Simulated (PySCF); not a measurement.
Ti(OH)2(NH2)2 (H6N2O2Ti), SMILES [NH2][Ti]([OH])([NH2])[OH], multiplicity 1. Atoms are numbered in the order given.

```xyz
11

Ti     0.0227    -0.0007     0.0336
O      1.6268    -0.5668    -0.5663
H      2.1046    -0.2702    -1.3496
O      0.1443     0.7490     1.6720
H      0.8676     0.7041     2.3084
N     -0.6937     1.2963    -1.1331
H     -0.5613     2.2977    -0.9989
H     -1.4215     1.1299    -1.8242
N     -1.1331    -1.4875     0.0091
H     -0.9249    -2.3638    -0.4662
H     -1.9460    -1.6014     0.6125
```

Coordinates come from a B3LYP-D3(BJ)/def2-SVP optimisation. The multiplicity is an assumed one; no other spin state was optimised. The structure was generated by enumeration; whether it is a known compound was not checked. The values are those of a single conformer.

The numbers are results of KT2/pcSseg-1 in PySCF, not measurements.

GIAO shieldings, no solvent; atoms listed in one row are averaged. δ = σ(ref) − σ: ¹⁷O against H2O (σ = 330.4 ppm); ¹H against TMS (σ = 31.47 ppm); ¹⁵N against NH3 (σ = 266.2 ppm), references at their B3LYP-D3(BJ)/def2-TZVP geometries, non-relativistic.

| nucleus | atoms | count | δ (ppm) |
|---|---|---|---|
| ¹⁷O | O2 | 1 | 328.0 |
| ¹⁷O | O4 | 1 | 319.6 |
| ¹H | H3 | 1 | 8.43 |
| ¹H | H5 | 1 | 7.49 |
| ¹H | H10 | 1 | 6.67 |
| ¹H | H11 | 1 | 6.44 |
| ¹H | H8 | 1 | 6.26 |
| ¹H | H7 | 1 | 6.02 |
| ¹⁵N | N9 | 1 | 197.0 |
| ¹⁵N | N6 | 1 | 187.2 |
